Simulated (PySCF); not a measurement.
PySCF 2.14 output of an unrestricted B3LYP calculation on a single atom or ion in Sapporo-DKH3-DZP-2012 (6s5p3d1f, 43 functions), with scalar relativity by spin-free X2C-1e:

```
SCF conv_tol = 1e-09
number electrons alpha = 18  beta = 16
    P. J. Stephens, F. J. Devlin, C. F. Chabalowski, and M. J. Frisch.,  J. Phys. Chem. 98, 11623 (1994)
cycle= 1 E= -2788.58496858309  delta_E= -0.00847  |g|= 0.0545  |ddm|= 0.116
cycle= 2 E= -2788.585055343  delta_E= -8.68e-05  |g|= 0.041  |ddm|= 0.02
cycle= 3 E= -2788.58516875886  delta_E= -0.000113  |g|= 0.00208  |ddm|= 0.00843
cycle= 4 E= -2788.58516928905  delta_E= -5.3e-07  |g|= 0.00012  |ddm|= 0.00122
cycle= 5 E= -2788.58516929306  delta_E= -4.01e-09  |g|= 4.28e-06  |ddm|= 0.000116
cycle= 6 E= -2788.58516929307  delta_E= -1.09e-11  |g|= 4.15e-07  |ddm|= 6.98e-06
converged SCF energy = -2788.58516929307  <S^2> = 2.0014522  2S+1 = 3.000968
```

The run itself started from symmetry-adapted Hartree-Fock orbitals and held the occupation by maximum overlap, on a logarithmic radial grid, so the iterations belong to that start.

**Question.** Which element, charge and spin multiplicity is this?

**Answer.** Kr²⁺ (krypton, charge +2), multiplicity 3; the state was [Ar] 3d10 4s2 4p4, high-spin 3P determinant.
